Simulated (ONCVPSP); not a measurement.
## Plane-wave convergence, ONCV potential for silver

```json
{
  "Element": "Ag",
  "Generator": "ONCVPSP 4.0.1",
  "Type": "optimised norm-conserving Vanderbilt (ONCV)",
  "Functional": "PBE",
  "Relativity": "scalar-relativistic",
  "Frozen core": "[Ar] 3d10",
  "Valence charge": "19",
  "Reference configuration": "4s2 4p6 4d10 5s0.5 5p0.5",
  "Partial waves": "4s+5s: rc 1.80 bohr, ncon 3, nbas 6, qcut 7.2 1/bohr, 2 projectors; 4p+5p: rc 1.35 bohr, ncon 4, nbas 8, qcut 12.6 1/bohr, 3 projectors, debl 1.6 Ha; 4d: rc 1.30 bohr, ncon 3, nbas 7, qcut 7.1 1/bohr, local",
  "Local potential": "the d channel",
  "Core correction": "none"
}
```

**Question.** For each optimised wave give the share of its norm inside rc, the residual kinetic energy above qcut (Ha) and the cutoffs (Ha) for errors of 10, 1, 0.1 and 0.01 mHa per electron.

**Answer.**

```tsv
wave	norm inside rc	residual KE	10 mHa	1 mHa	0.1 mHa	0.01 mHa
4s	0.989	9.0e-07	6.9	9.9	18.2	21.9
5s	0.107	7.9e-07	5.5	11.4	18.6	22.3
4p	0.844	2.7e-08	31.6	43.8	53.2	60.8
5p	0.012	5.7e-10	8.6	24.3	40.7	51.6
p projector 3	0.049	4.8e-09	14.4	39.1	50.8	59.5
4d	0.524	3.2e-03	22.1	41.2	113.4	not reached
```

The occupied waves need 44 Ha and 113 Ha for 1 and 0.1 mHa. 1 of 4 tests not solved or not reliable.
